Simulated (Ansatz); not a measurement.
One geometry of Hf3O4⁺, several levels of theory.

```yaml
crystal:
  periodic: [false, false, false]
  atoms:
    - {symbol: Hf, position_ang: [0.490845, -1.601803, -0.954978]}
    - {symbol: Hf, position_ang: [1.021375, 1.164070, 0.131136]}
    - {symbol: Hf, position_ang: [-1.414205, 0.118102, 0.633668]}
    - {symbol: O, position_ang: [-1.341049, -1.651616, -0.230752]}
    - {symbol: O, position_ang: [1.923578, -0.249913, -0.903741]}
    - {symbol: O, position_ang: [0.120040, 0.580011, 1.788922]}
    - {symbol: O, position_ang: [-0.800594, 1.641149, -0.464254]}
basis:
  gaussian: {orbitals: def2-TZVP, initial_orbitals: start.molden}
total_charge: 1
magnetization: {spin_polarized: true, initial_magnetization: 1}
hamiltonian: {xc: pbe}
correlation: {method: rpa}
scf: {omitted_lower_state_checks: [starts]}
```

The file start.molden holds the orbitals of an earlier run on this structure, at another level or in another basis.

```sh
$ ansatz run in.yaml --threads 4 --pin off --events-out ev --progress --plain --max-ram 8704MiB
```

Shortened log:

```
Functional definition: PBE
1886 factors; integrals over basis functions are off by at most 8.7e-4 eV
mean field evaluation 1: about -12108.7607 eV, gradient 8.5e0 eV
mean field evaluation 2: about -12109.0299 eV, gradient 2.8e-1 eV
mean field evaluation 4: about -12109.0111 eV, gradient 6.6e-3 eV
mean field evaluation 8: about -12109.0111 eV, gradient 2.8e-6 eV
mean field -12109.01114037 eV, -444.9979516260 hartree, gradient 2.8e-6 eV, S^2 0.753716; 0 other end points of the search recorded, 0 dependent functions left out
4 core orbitals not correlated: weight in the atoms' cores, before any rotation towards them, 1.000 or more for the frozen orbitals, at most 0.000 for the correlated occupied ones
reference -12026.87884686 eV, -441.9796455110 hartree; 30, 29 occupied and 210, 211 virtual orbitals, 1886 factors
Total energy: -12097.46132993 eV, -444.5735039213 hartree
Checks for a lower state left out: starts
```

Run time 23 s (4 threads of Arm Neoverse V1 on a shared host), peak host memory 1.1 GiB.

As the first input, with `gaussian: {orbitals: def2-SVP, initial_orbitals: start.molden}`, `hamiltonian: {xc: pbe0, dispersion: d4}`, `output: {orbitals: {seedname: orbitals}}` and without the key `correlation` (abridged; 10 s):

```
Functional definition: PBE0
mean field -12094.33671855 eV, -444.4586765710 hartree, gradient 2.2e-5 eV, S^2 0.756283
Total energy: -12094.54039006 eV, -444.4661613609 hartree
Checks for a lower state left out: starts
```

The first input with `hamiltonian: {xc: pbe0, dispersion: d4}`, `output: {orbitals: {seedname: orbitals}}` and without the key `correlation` (abridged; 17 s):

```
Functional definition: PBE0
mean field -12105.16092540 eV, -444.8564588358 hartree, gradient 4.4e-5 eV, S^2 0.757906
Total energy: -12105.36460135 eV, -444.8639437889 hartree
Checks for a lower state left out: starts
```

The first input with `hamiltonian: {xc: hf}`, `output: {forces: true, orbitals: {seedname: orbitals}}` and without the key `correlation` (abridged; 17 s):

```
Functional definition: HF
mean field evaluation 16: about -12030.7647 eV, gradient 1.9e-5 eV
mean field -12030.76465551 eV, -442.1224463447 hartree, gradient 1.1e-5 eV, S^2 0.964170
Total energy: -12030.76465551 eV, -442.1224463447 hartree
Atom 0 force    -0.083092    -0.257027    -0.087999 eV/Å
Atom 1 force    -0.312979     0.002003     0.129727 eV/Å
Atom 2 force    -0.498301    -0.052302     0.178050 eV/Å
Atom 3 force     0.389976     0.074524    -0.122894 eV/Å
Atom 4 force    -0.272820     0.100023     0.158537 eV/Å
Atom 5 force     0.234939     0.243550    -0.504116 eV/Å
Atom 6 force     0.542277    -0.110771     0.248695 eV/Å
Dipole moment:     0.255433    -0.063214    -0.133878 e Å
Checks for a lower state left out: starts
```

First input, but with `hamiltonian: {xc: r2scan, dispersion: d4}`, `output: {orbitals: {seedname: orbitals}}` and without the key `correlation` (abridged; 55 s):

```
Functional definition: r2SCAN
mean field -12113.39505744 eV, -445.1590576068 hartree, gradient 1.1e-5 eV, S^2 0.759063
Total energy: -12113.44602482 eV, -445.1609306237 hartree
Checks for a lower state left out: starts
```

The first input with `correlation: {method: mp2}`, `output: {orbitals: {seedname: orbitals}}` and without the key `hamiltonian` (abridged; 19 s):

```
Functional definition: HF
mean field evaluation 16: about -12030.7647 eV, gradient 2.3e-6 eV
mean field -12030.76465551 eV, -442.1224463447 hartree, gradient 7.0e-6 eV, S^2 0.964170
4 core orbitals not correlated: weight in the atoms' cores, before any rotation towards them, 1.000 or more for the frozen orbitals, at most 0.000 for the correlated occupied ones
second order -49.14251757 eV of doubles, -0.00000000 eV of singles
Total energy: -12079.90717308 eV, -443.9284005555 hartree
Checks for a lower state left out: starts
```

First input, but with `hamiltonian: {xc: {name: r2SCAN0}, dispersion: d4}`, `output: {orbitals: {seedname: orbitals}}` and without the key `correlation` (abridged; 68 s):

```
Functional definition: r2SCAN0
mean field -12107.80950626 eV, -444.9537923869 hartree, gradient 2.5e-5 eV, S^2 0.769255
Total energy: -12107.87400747 eV, -444.9561627627 hartree
Checks for a lower state left out: starts
```

Geometry: r2SCAN-D4/def2-SVP.

In the def2 sets Hf takes a core potential; there is no spin–orbit coupling. Correlated methods freeze 4 core orbitals; core or outer-core shells of Hf are correlated, in sets that lack core-valence functions. At HF/def2-TZVP, MP2/def2-TZVP the charge 1 doublet is spin-contaminated (final ⟨S²⟩ up to 0.96, 0.75 for a pure state). The structure comes from a short search, and lower isomers may exist.
